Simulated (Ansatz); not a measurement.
A made-up structure of GaH2Se, doublet:

| atom | x (Å) | y (Å) | z (Å) |
| --- | --- | --- | --- |
| Ga1 | -0.2263 | 0.0374 | -0.0915 |
| Se2 | 2.1356 | -0.3531 | 0.8634 |
| H3 | -1.5077 | -0.9870 | 0.5137 |
| H4 | -0.4016 | 1.3027 | -1.2857 |

It is relaxed with PBE-D4/def2-SVP and then PBE0-D4/def2-TZVP (Ansatz 0.2.0). Atoms count as bonded within 1.22 times the sum of their covalent radii (H–H: 0.88 Å). The end point is not checked to be a true minimum.

Question: Does its bonding change? (A judgement: the text doesn't fix the answer.)

Answer: The calculation gives: No: no bond forms or breaks.

Where it ends: The first stage lowers the energy by 0.63 eV in 5 steps. It ends as GaH₂Se ([GaH2][Se]):
Ga1  (-0.202, 0.033, -0.082)
Se2  (1.907, -0.315, 0.771)
H3  (-1.346, -0.881, 0.458)
H4  (-0.359, 1.163, -1.148)
(Å)

Labels in which every atom is bracketed show which atoms are joined, not bond orders.

For scale, one of the runs: PBE0-D4/def2-TZVP relaxation, 108 basis functions, launched by `ansatz run in.yaml --threads 2 --pin off --events-out ev --progress --plain --max-ram 4352MiB`. Hardware: 2 CPU threads of an Arm Neoverse V1, shared host. Wall time about 17 s.
